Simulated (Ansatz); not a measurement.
`O[SiH]1C[SiH2]O1` → `C1O[SiH2]O[SiH2]1`  (isomerisation)

Program: Ansatz. Geometries: PBE0-D4/def2-TZVP. ΔE: electronic, gas phase. CCSD(T)/CBS adds triple-zeta CCSD(T) − MP2 to the extrapolated MP2 energy (def2 sets, frozen cores). Functionals use def2-TZVPP. B3LYP here is the variant with VWN-RPA as its local correlation; programs differ in this. One conformer a species, not always the lowest.

```csv
level,ΔE (kcal/mol),difference from CCSD(T)/CBS
PBE-D4,18.1,0.4
r2SCAN-D4,18.3,0.6
PBE0-D4,17.9,0.2
B3LYP-D4,15.2,-2.5
ωB97M-V,17.7,0.0
PBE,18.2,0.5
r2SCAN,18.3,0.6
PBE0,18.0,0.3
B3LYP,15.4,-2.3
MP2/def2-TZVPP,19.2,1.5
SCS-MP2/def2-TZVPP,16.8,-0.9
CCSD(T)/def2-TZVPP,17.1,-0.6
MP2/def2-QZVPP,19.5,1.8
HF/CBS(def2),12.1,-5.6
MP2/CBS(def2),19.9,2.2
CCSD/CBS(def2),17.2,-0.5
CCSD(T)/CBS,17.7,0
```

Largest T1 diagnostic among the species: 0.012.

In def2-TZVPP, CCSD(T) changes the Hartree–Fock value by +4.8 kcal/mol (the triples alone add +0.5 kcal/mol) and MP2 by +6.9 kcal/mol.
